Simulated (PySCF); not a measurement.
All values below come from TPSSh-D3(BJ)/def2-TZVP // CAM-B3LYP-D3(BJ)/def2-TZVP (PySCF). Isolated molecules, 0 K electronic values unless said otherwise. One relaxed conformer stands for a flexible species; it need not be the lowest. 

Reference species (SMILES): `N(=C=C)B` (neutral, multiplicity 1).

- S1 oscillator strength = 0.000
- HOMO–LUMO gap = 4.85 eV

Changed species: `[H]/N=C\C=B`.

Task: Give the shifts of the S1 oscillator strength and HOMO–LUMO gap.

Result: the S1 oscillator strength stays essentially unchanged; the HOMO–LUMO gap falls by 1.03 eV, to 3.82 eV.
